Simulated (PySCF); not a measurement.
**How methods differ on the ionisation energy of Nd³⁸⁺**

Nd³⁸⁺ [Ar] 3d4 [3d3/2^4, M_J = 0] → Nd³⁹⁺ [Ar] 3d3 [3d3/2^3, M_J = 3/2], as a difference of total energies. Computed with PySCF 2.14 in an uncontracted even-tempered set (16 s from 7.7 bohr⁻², ratio 2.8; 12 p from 10 bohr⁻², ratio 2.8; 8 d from 10 bohr⁻², ratio 2.8; 3 f from 34 bohr⁻², ratio 3), with the two-component X2C-1e Hamiltonian. Correlated levels: [Ne] frozen; the 74 highest virtual spinors dropped. "Screened" scales the spin-orbit matrix elements by Boettger's factors to mimic the two-electron term; Breit and QED terms are absent.

| method | ionisation energy (eV) |
| --- | --- |
| GHF (spin-free) | 2749.6 |
| GMP2 (spin-free) | 2749.7 |
| GHF (screened spin-orbit) | 2758.3 |
| GMP2 (screened spin-orbit) | 2759.2 |

Breit and QED terms and the two-electron picture change are absent.

The spin-free rows relax to the high-spin LS determinant and lack the spin-orbit shift.

The labels give the starting determinants; with spin-orbit coupling the two ends relaxed to ⟨J²⟩ = 0.00, ⟨L²⟩ = 2.42, ⟨S²⟩ = 2.42 and ⟨J²⟩ = 3.86, ⟨L²⟩ = 8.36, ⟨S²⟩ = 2.24.

For comparison: 2758 ± 4 eV (theoretical estimate listed by NIST; NIST Atomic Spectra Database, ionization energies).
